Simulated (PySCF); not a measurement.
Cd(OMe)(SMe), SMILES [S]([Cd][O]C)C, PBE0/def2-SVP optimised geometry.

```
11

Cd    -0.75     0.89     0.00
O      1.22     0.89     0.00
C      2.01    -0.21     0.32
H      1.90    -1.07    -0.37
H      3.08     0.09     0.27
H      1.85    -0.60     1.35
S     -3.08     1.07     0.00
C     -3.54     0.48    -1.67
H     -3.13     1.12    -2.47
H     -4.63     0.54    -1.72
H     -3.24    -0.56    -1.84
```

Density from PySCF with PBE0/def2-TZVP, def2 effective core potentials past Kr at that geometry. The core electrons that the potentials of Cd replace are not part of the density.

Minimum of the electron density along straight lines between bonded atoms, close to the bond critical point (lines longer than 1.1 times the sum of covalent radii, or with two minima, are not listed):

```csv
bond,length / Å,ρ at the minimum / e bohr⁻³,∇²ρ there / e bohr⁻⁵,position (fraction from the first atom)
Cd1–O2,1.973,(withheld),0.55,0.52
O2–C3,1.389,0.276,-0.64,0.65
C3–H4,1.111,0.271,-0.92,0.64
C3–H5,1.107,0.274,-0.94,0.64
C3–H6,1.110,0.272,-0.92,0.64
Cd1–S7,2.333,0.091,(withheld),0.49
S7–C8,1.828,(withheld),-0.27,0.53
C8–H9,1.099,0.275,-0.94,0.65
C8–H10,1.099,0.274,-0.93,0.65
C8–H11,1.099,0.275,-0.94,0.65
```

Task: Fill in the missing entries.

Result: 
- Cd1–O2, ρ at the minimum / e bohr⁻³: 0.115
- Cd1–S7, ∇²ρ there / e bohr⁻⁵: 0.16
- S7–C8, ρ at the minimum / e bohr⁻³: 0.174
